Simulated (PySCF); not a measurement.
Numbering as in the mapped SMILES `[CH3:1][Si:2]([Cl:3])([Cl:4])[c:5]1[cH:6][cH:7][cH:8][cH:9][cH:10]1`. Hydrogens are named by the atom that carries them.

GIAO PBE0/pcSseg-1 shifts (PySCF, gas phase, non-relativistic, equivalent atoms averaged), each against references optimised in the same way as the molecule (TMS, HCl).

On the GFN2-xTB geometry: C5 141.7, C6/C10 138.8, C8 136.8, C7/C9 133.3, C1 10.7, Si2 28.2, Cl3/Cl4 64, H(C6)/H(C10) 7.88, H(C8) 7.75, H(C7)/H(C9) 7.72, H(C1) 0.77 ppm.

Problem. What changes on the PBE0-D3(BJ)/def2-SVP geometry?

Solution. 
| atoms | δ (ppm) | change |
| --- | --- | --- |
| C5 | 138.3 | -3.4 |
| C6/C10 | 139.6 | +0.8 |
| C8 | 137.3 | +0.5 |
| C7/C9 | 133.6 | +0.3 |
| C1 | 9.3 | -1.4 |
| Si2 | 39.4 | +11.2 |
| Cl3/Cl4 | 66 | +2 |
| H(C6)/H(C10) | 7.81 | -0.07 |
| H(C8) | 7.58 | -0.17 |
| H(C7)/H(C9) | 7.54 | -0.18 |
| H(C1) | 0.79 | +0.02 |

Bonds between heavy atoms that differ most (equivalent bonds averaged): C1–Si2 1.903 → 1.856 Å, Si2–Cl3 2.033 → 2.070 Å, Si2–C5 1.892 → 1.862 Å, C6–C7 1.383 → 1.393 Å, C7–C8 1.385 → 1.394 Å. Mean change of bonds to hydrogen: C–H +0.013 Å.
